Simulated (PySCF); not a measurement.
Compound: N-tert-butylacetamide, C6H13NO.
Bonds: C1–C2, C2–O3 (double), C2–N4, N4–C5, C5–C6, C5–C7, C5–C8. Hydrogens: H9, H10, H11 on C1; H12 on N4; H13, H14, H15 on C6; H16, H17, H18 on C7; H19, H20, H21 on C8.

The same species was optimised twice, with GFN2-xTB and with PBE0-D3(BJ)/def2-SVP (PySCF), and the same property calculations (PySCF, gas phase) were run on both structures.

```json
{"coordinate": "C2–N4 (Å)", "GFN2-xTB": "1.352", "PBE0-D3(BJ)/def2-SVP": "1.360", "change": "+0.008"}
{"coordinate": "C2=O3 (Å)", "GFN2-xTB": "1.212", "PBE0-D3(BJ)/def2-SVP": "1.217", "change": "+0.005"}
{"coordinate": "C1–C2 (Å)", "GFN2-xTB": "1.519", "PBE0-D3(BJ)/def2-SVP": "1.516", "change": "-0.003"}
{"coordinate": "N4–C5 (Å)", "GFN2-xTB": "1.464", "PBE0-D3(BJ)/def2-SVP": "1.467", "change": "+0.003"}
{"coordinate": "C5–C8 (Å)", "GFN2-xTB": "1.528", "PBE0-D3(BJ)/def2-SVP": "1.526", "change": "-0.002"}
{"coordinate": "C5–C6 (Å)", "GFN2-xTB": "1.531", "PBE0-D3(BJ)/def2-SVP": "1.531", "change": "0.000"}
{"coordinate": "C5–C7 (Å)", "GFN2-xTB": "1.531", "PBE0-D3(BJ)/def2-SVP": "1.531", "change": "0.000"}
{"coordinate": "C1–C2–N4 (°)", "GFN2-xTB": "112.9", "PBE0-D3(BJ)/def2-SVP": "114.4", "change": "+1.5"}
{"coordinate": "C1–C2–O3 (°)", "GFN2-xTB": "122.9", "PBE0-D3(BJ)/def2-SVP": "122.0", "change": "-0.9"}
{"coordinate": "N4–C5–C6 (°)", "GFN2-xTB": "109.2", "PBE0-D3(BJ)/def2-SVP": "110.0", "change": "+0.8"}
{"coordinate": "N4–C5–C8 (°)", "GFN2-xTB": "107.4", "PBE0-D3(BJ)/def2-SVP": "106.6", "change": "-0.8"}
{"coordinate": "O3–C2–N4 (°)", "GFN2-xTB": "124.2", "PBE0-D3(BJ)/def2-SVP": "123.6", "change": "-0.6"}
{"coordinate": "N4–C5–C7 (°)", "GFN2-xTB": "109.5", "PBE0-D3(BJ)/def2-SVP": "109.9", "change": "+0.4"}
{"coordinate": "C6–C5–C8 (°)", "GFN2-xTB": "110.3", "PBE0-D3(BJ)/def2-SVP": "109.9", "change": "-0.4"}
{"coordinate": "C7–C5–C8 (°)", "GFN2-xTB": "110.2", "PBE0-D3(BJ)/def2-SVP": "109.9", "change": "-0.3"}
{"coordinate": "C1–C2–N4–C5 (°)", "GFN2-xTB": "-178", "PBE0-D3(BJ)/def2-SVP": "-178", "change": "0"}
{"coordinate": "C2–N4–C5–C6 (°)", "GFN2-xTB": "60", "PBE0-D3(BJ)/def2-SVP": "60", "change": "0"}
```

Rotational constants: A = 3311, B = 1391, C = 1256 MHz (GFN2-xTB) against A = 3311, B = 1377, C = 1246 MHz (PBE0-D3(BJ)/def2-SVP). Atoms that the bonding makes alike are paired by their places after alignment.

On the GFN2-xTB structure: HOMO (eV) -7.09 [PBE0/pcSseg-1]; LUMO (eV) 0.92 [PBE0/pcSseg-1]; dipole (D) 3.66 [PBE0/pcSseg-1]; GIAO shielding of C1 (ppm) 161.2 [PBE0/pcSseg-1]; GIAO shielding of C2 (ppm) 17.0 [PBE0/pcSseg-1]; GIAO shielding of O3 (ppm) -100.7 [PBE0/pcSseg-1]; GIAO shielding of N4 (ppm) 116.2 [PBE0/pcSseg-1]; GIAO shielding of C5 (ppm) 134.9 [PBE0/pcSseg-1]; GIAO shielding of C6/C7/C8 (mean) (ppm) 157.8 [PBE0/pcSseg-1].

Task: What do these properties become on the PBE0-D3(BJ)/def2-SVP structure?

Result: 
```csv
property,level,on GFN2-xTB,on PBE0-D3(BJ)/def2-SVP,change
HOMO (eV),PBE0/pcSseg-1,-7.09,-7.09,0.00
LUMO (eV),PBE0/pcSseg-1,0.92,0.83,-0.09
dipole (D),PBE0/pcSseg-1,3.66,3.63,-0.03
"energy, GFN2-xTB geometry as zero (kcal/mol)",PBE0/pcSseg-1,0.0,-0.5,-0.5
GIAO shielding of C1 (ppm),PBE0/pcSseg-1,161.2,159.6,-1.6
GIAO shielding of C2 (ppm),PBE0/pcSseg-1,17.0,14.8,-2.2
GIAO shielding of O3 (ppm),PBE0/pcSseg-1,-100.7,-111.6,-10.9
GIAO shielding of N4 (ppm),PBE0/pcSseg-1,116.2,114.3,-1.9
GIAO shielding of C5 (ppm),PBE0/pcSseg-1,134.9,134.4,-0.5
GIAO shielding of C6/C7/C8 (mean) (ppm),PBE0/pcSseg-1,157.8,155.2,-2.6
```

The heavy atoms differ by 0.014 Å rms after alignment. Among bonds between heavy atoms C2–N4 changes most (+0.008 Å). Changes are differences of the printed values. Neither structure is proved a minimum here.

Conformer computed: `[CH3:1][C:2](=[O:3])[NH:4][C:5]([CH3:6])([CH3:7])[CH3:8]`: C1–C2–N4–C5 -178°, C2–N4–C5–C6 60°.
